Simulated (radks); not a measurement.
Results of a calculation; reference values are marked as such.
The mean radii <r> (bohr) of the occupied orbitals of an atom or ion are listed with their occupations. Code: a radial shooting solver on a logarithmic mesh with Libxc functionals. Model: Dirac Kohn-Sham, PBEsol, spin-unpolarised, spherical densities, point nucleus.

orbital  occ.      <r>
1s1/2       2  0.02559
2s1/2       2   0.1082
2p1/2       2  0.09101
2p3/2       4  0.09680
3s1/2       2   0.2676
3p1/2       2   0.2545
3p3/2       4   0.2636

Name the element and its charge. Open shells, if any, fill j = l - 1/2 first.

Answer. Z = 56, barium, charge +38: Ba38+ in [Ar]. The 1s radius gives Z: for a bare nucleus <r> = (2 gamma + 1)/(2Z) with gamma = sqrt(1 - (Z/c)^2), 0.02523 bohr for Z = 56, and screening makes it slightly larger (0.02559 here). The occupations add up to 18, and the charge is Z minus that.
